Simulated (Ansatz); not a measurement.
Start from `C=CCCO` and change one atom or group to get `C=CCO[SiH3]`.

Ansatz, PBE0-D4/def2-TZVP geometries, multiplicity 1. Each molecule was computed in one conformer, which needn't be the lowest.

```csv
property,`C=CCCO`
size of the dipole moment (ωB97M-V/def2-TZVPP) / D,1.76
LUMO energy (PBE/def2-TZVPP) / eV,-1.01
LUMO energy (B3LYP/def2-TZVPP) / eV,-0.23
HOMO–LUMO gap (B3LYP/def2-TZVPP) / eV,7.21
HOMO energy (PBE0/def2-TZVPP) / eV,-7.66
size of the dipole moment (B3LYP/def2-TZVPP) / D,1.76
```

Q: Give the same properties after the change, and the shifts. (Best estimate.)

A: The calculation gave: 
| property | `C=CCO[SiH3]` | shift |
| --- | --- | --- |
| size of the dipole moment (ωB97M-V/def2-TZVPP) / D | 1.02 | -0.74 |
| LUMO energy (PBE/def2-TZVPP) / eV | -1.18 | -0.17 |
| LUMO energy (B3LYP/def2-TZVPP) / eV | -0.39 | -0.16 |
| HOMO–LUMO gap (B3LYP/def2-TZVPP) / eV | 7.14 | -0.07 |
| HOMO energy (PBE0/def2-TZVPP) / eV | -7.75 | -0.09 |
| size of the dipole moment (B3LYP/def2-TZVPP) / D | 1.01 | -0.75 |

With PBE0 the HOMO falls by 0.09 eV and the LUMO falls by 0.18 eV, so the gap narrows by about 0.09 eV. PBE moves the HOMO by -0.41 eV and ωB97M-V by -0.07 eV. Dipoles are sizes alone; their direction can turn.

B3LYP here is the variant with VWN-RPA as its local correlation; programs differ in this.
